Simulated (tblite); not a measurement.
C₆H₉ClF₂Ge.
Atom-mapped SMILES: `[F:1][C@@H:2]1[CH2:3]/[C:4](=[CH:5]/[C@@H:6]([F:7])[Cl:8])[CH2:9][GeH2:10]1` (hydrogens: H11 on C2; H12, H13 on C3; H14 on C5; H15 on C6; H16, H17 on C9; H18, H19 on Ge10)

Computed with GFN2-xTB (tblite), gas phase: L-BFGS steps from a force-field or distance-geometry start until the largest atomic force falls under 0.01 eV/Å.

Step 12: E = -907.3352 eV
```
atom  x, y, z in Å  |  force x, y, z in eV/Å
F1     -1.8316   -0.9430    1.6637   -0.002   0.047  -0.087
C2     -2.0327   -0.4055    0.3976    0.077   0.174   0.004
C3     -1.1132   -1.1023   -0.6063    0.020  -0.050   0.006
C4      0.2372   -0.4491   -0.4785   -0.053   0.089   0.012
C5      1.2757   -1.0028    0.1460    0.121   0.001  -0.187
C6      2.5802   -0.3048    0.3419    0.043   0.113   0.205
F7      3.1377    0.1125   -0.8318   -0.109   0.048   0.005
Cl8     2.3933    1.1694    1.3943   -0.022  -0.201  -0.075
C9      0.1447    0.9880   -0.8680   -0.116   0.041   0.056
Ge10   -1.3253    1.4962    0.3996   -0.039  -0.057  -0.160
H11    -3.0934   -0.5712    0.1689    0.159   0.043   0.051
H12    -1.0935   -2.1750   -0.4374    0.098  -0.128   0.122
H13    -1.5151   -0.9219   -1.6062    0.028   0.011  -0.014
H14     1.2458   -2.0231    0.5040   -0.065   0.085  -0.043
H15     3.3385   -0.9171    0.8412   -0.090  -0.074  -0.015
H16    -0.2221    1.0929   -1.8912   -0.006  -0.053   0.017
H17     1.0729    1.5449   -0.7865   -0.100  -0.065   0.060
H18    -0.8799    1.9197    1.7592    0.027  -0.031   0.070
H19    -2.3289    2.5014   -0.1180    0.030   0.008  -0.028
```

Step 13: E = -907.3443 eV
```
atom  x, y, z in Å  |  force x, y, z in eV/Å
F1     -1.8209   -0.9394    1.6577   -0.024   0.059   0.010
C2     -2.0297   -0.3996    0.3963    0.091   0.040  -0.073
C3     -1.1115   -1.1074   -0.6035   -0.004  -0.040  -0.051
C4      0.2339   -0.4475   -0.4893   -0.030   0.084   0.100
C5      1.2716   -1.0001    0.1357    0.148   0.009  -0.147
C6      2.5739   -0.3042    0.3403    0.151   0.067   0.191
F7      3.1388    0.1172   -0.8296   -0.125   0.061   0.015
Cl8     2.3918    1.1581    1.4043   -0.047  -0.150  -0.071
C9      0.1409    0.9913   -0.8689   -0.067   0.005   0.020
Ge10   -1.3251    1.4976    0.3934   -0.035  -0.006  -0.034
H11    -3.0884   -0.5734    0.1676    0.126   0.062   0.063
H12    -1.0823   -2.1792   -0.4178    0.070  -0.049   0.105
H13    -1.5130   -0.9421   -1.6053   -0.009  -0.001  -0.035
H14     1.2384   -2.0172    0.4982   -0.060   0.030  -0.043
H15     3.3309   -0.9210    0.8383   -0.110  -0.078  -0.032
H16    -0.2206    1.1023   -1.8915   -0.025  -0.041  -0.039
H17     1.0726    1.5390   -0.7809   -0.075  -0.018   0.051
H18    -0.8884    1.9250    1.7566    0.040  -0.058   0.046
H19    -2.3228    2.5099   -0.1091   -0.015   0.026  -0.078
```

Step 14: E = -907.3507 eV
```
atom  x, y, z in Å  |  force x, y, z in eV/Å
F1     -1.8141   -0.9358    1.6535   -0.024   0.068   0.074
C2     -2.0257   -0.3946    0.3943    0.085  -0.072  -0.097
C3     -1.1101   -1.1117   -0.6021    0.006  -0.023  -0.065
C4      0.2315   -0.4453   -0.4946    0.005   0.048   0.123
C5      1.2714   -0.9980    0.1256    0.108   0.012  -0.073
C6      2.5715   -0.3022    0.3422    0.148  -0.008   0.090
F7      3.1372    0.1215   -0.8277   -0.096   0.076   0.022
Cl8     2.3900    1.1475    1.4097   -0.064  -0.065  -0.022
C9      0.1366    0.9937   -0.8690   -0.023  -0.018  -0.016
Ge10   -1.3257    1.4986    0.3885   -0.027   0.053   0.074
H11    -3.0824   -0.5733    0.1679    0.064   0.070   0.052
H12    -1.0733   -2.1830   -0.4027    0.043   0.028   0.076
H13    -1.5114   -0.9552   -1.6052   -0.023  -0.024  -0.037
H14     1.2323   -2.0121    0.4933   -0.040  -0.007  -0.051
H15     3.3243   -0.9256    0.8362   -0.076  -0.089  -0.026
H16    -0.2202    1.1073   -1.8922   -0.034  -0.032  -0.067
H17     1.0705    1.5345   -0.7759   -0.049   0.026   0.040
H18    -0.8932    1.9270    1.7556    0.041  -0.079   0.010
H19    -2.3189    2.5159   -0.1048   -0.045   0.035  -0.106
```

**Question.** Estimate the geometry and energy of step 15. (The exact step hangs on the optimiser's Hessian estimate; all steps are aligned on step 14, rigid shifts and turns removed.)

**Answer.** E = -907.3553 eV, largest force 0.137 eV/Å
```
atom  x, y, z in Å  |  force x, y, z in eV/Å
F1     -1.8103   -0.9319    1.6520   -0.014   0.071   0.090
C2     -2.0214   -0.3924    0.3917    0.058  -0.106  -0.065
C3     -1.1085   -1.1149   -0.6022    0.031  -0.005  -0.046
C4      0.2302   -0.4430   -0.4952    0.036   0.012   0.083
C5      1.2737   -0.9966    0.1178    0.035   0.007   0.000
C6      2.5719   -0.3003    0.3450    0.076  -0.071  -0.026
F7      3.1342    0.1258   -0.8263   -0.044   0.087   0.025
Cl8     2.3875    1.1392    1.4125   -0.068   0.010   0.036
C9      0.1330    0.9951   -0.8694    0.001  -0.017  -0.032
Ge10   -1.3268    1.4999    0.3862   -0.022   0.080   0.109
H11    -3.0769   -0.5714    0.1689    0.004   0.061   0.030
H12    -1.0667   -2.1851   -0.3918    0.025   0.068   0.043
H13    -1.5106   -0.9631   -1.6059   -0.017  -0.046  -0.025
H14     1.2275   -2.0088    0.4891   -0.013  -0.027  -0.058
H15     3.3189   -0.9308    0.8348   -0.013  -0.098  -0.011
H16    -0.2208    1.1092   -1.8937   -0.028  -0.029  -0.060
H17     1.0678    1.5321   -0.7717   -0.031   0.056   0.023
H18    -0.8952    1.9263    1.7554    0.039  -0.085  -0.007
H19    -2.3173    2.5201   -0.1046   -0.054   0.033  -0.110
```

The energy changes by -0.0046 eV. The first-order estimate −F·Δx gives -0.0065 eV and the mean of the old and new forces, exact on a quadratic surface, -0.0046 eV. The step makes an angle of 59° with the force vector and moves no atom by more than 0.013 Å.

What follows is the cost of the whole relaxation. Time: 1.8 s wall. Hardware: one thread of an Intel Xeon at 2.70 GHz (shared host).
